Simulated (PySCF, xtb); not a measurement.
C5H5Cl, SMILES C=C=C/C=C/Cl.

xtb with GFN2-xTB at its own geometry gives an orbital gap of 3.38 eV and a dipole moment of 2.16 D.

Coordinates come from a PBE0-D3(BJ)/def2-SVP optimisation. The structure was generated by enumeration; whether it is a known compound was not checked. Other conformers were not sampled.

What does CAM-B3LYP/def2-TZVP (PySCF) give? (Estimate from the structure and the level; the computed values follow.)

gap 7.62 eV (levels -7.79 and -0.17 eV), dipole 1.64 D.
